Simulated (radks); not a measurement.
Species: La II. Configuration: [Xe] 5d2 (the NIST ground configuration).

Calculated with a radial shooting solver on a logarithmic mesh with Libxc functionals: scalar-relativistic Kohn-Sham, PBE, spin-unpolarised, spherical densities, point nucleus.

Energy parts (eV):
total: -231108.03
kinetic: 244468.84
electron-nucleus: -559090.03
Hartree: 89038.64
exchange-correlation: -5525.48

Orbitals (lengths in bohr, moments of r in powers of bohr; r(max) is where P^2 peaks):
orbital  occ.  eigenvalue (eV)   r(max)
1s          2        -38756.38  0.01608
2s          2        -6172.681  0.09094
2p          6        -5532.491  0.07313
3s          2        -1323.179   0.2604
3p          6        -1118.778   0.2548
3d         10        -825.1971   0.2101
4s          2        -270.1781   0.6083
4p          6        -203.7158   0.6354
4d         10        -107.5561   0.6717
4f          0          -8.1063   0.7444
5s          2         -42.7113    1.411
5p          6         -26.3210    1.592
5d          2          -7.1696    2.233
6s          0          -7.4695    3.684
6p          0          -4.7458    4.671

The highest occupied level is 5d at -7.170 eV. The configuration is held as typed, so some empty levels lie below it. The density falls to 0.001 e/bohr^3 at r = 4.41 bohr.
